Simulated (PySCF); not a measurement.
Br2, SMILES BrBr. The structure is a stationary point at PBE-D3(BJ)/def2-TZVP.

TDA-PBE0/def2-TZVPD in PySCF 2.14.0 puts the lowest singlet excitations at 2.84, 2.84, 4.95, 4.95, 7.69, 7.69 eV and the lowest triplet (TDA) at 2.04 eV.

Question: What are the lowest singlet roots from EOM-CCSD/aug-cc-pVDZ run with PySCF? (An estimate is asked for; the answer gives what the named calculation found.)

Answer: 2.99, 2.99, 5.07, 5.07, 8.04, 8.04 eV; triplets 2.30, 2.30, 4.60 eV. S1 differs by 0.16 eV (second minus first; roots are paired by order, and the bases may differ).
